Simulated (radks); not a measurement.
Q: The silicon anion Si4-, [Ar], held by a Watson sphere: a shell of charge +4 at radius R that stands for the Madelung well of a crystal (potential energy -4/R inside, -4/r outside, in hartree with lengths in bohr). All-electron calculation, scalar-relativistic Kohn-Sham, PBEsol, spin-polarised, spherical densities, finite nucleus; Fermi nuclear charge, rms radius of each element as measured or else 0.836 A^(1/3) + 0.57 fm. Program: a radial shooting solver on a logarithmic mesh with Libxc functionals. Response by self-consistent Sternheimer equations with the Hartree and adiabatic LDA kernel, the relativistic mass of each level held fixed and spin-orbit coupling left out. The sphere does not respond.

R (bohr)  e(2p) (eV)  e(3s) (eV)  e(3p) (eV)  <r> 3p (bohr)  sum of <r^2> (bohr^2)  X-ray form factor at sin(theta)/lambda = 0.3 1/angstrom  alpha (bohr^3)
2.68         -91.731     -12.820      -6.620          2.756                  67.76                                                    8.022           54.61
2.93         -91.798     -12.053      -6.160          2.893                  73.97                                                    8.063           66.06
3.11         -91.880     -11.557      -5.844          2.992                  78.62                                                    8.094           75.75
3.12         -91.885     -11.530      -5.827          2.998                  78.88                                                    8.095           76.33
3.47         -92.057     -10.696      -5.261          3.192                  88.33                                                    8.147           99.49
3.97         -92.253      -9.762      -4.565          3.473                  102.8                                                    8.192           144.4
4.17         -92.309      -9.464      -4.323          3.587                  109.0                                                    8.200           167.0

Estimate the row for R = 3.67 bohr.

A: e(2p) (eV) -92.145; e(3s) (eV) -10.288; e(3p) (eV) -4.967; <r> 3p (bohr) 3.304; sum of <r^2> (bohr^2) 93.98; X-ray form factor at sin(theta)/lambda = 0.3 1/angstrom 8.169; alpha (bohr^3) 115.6.
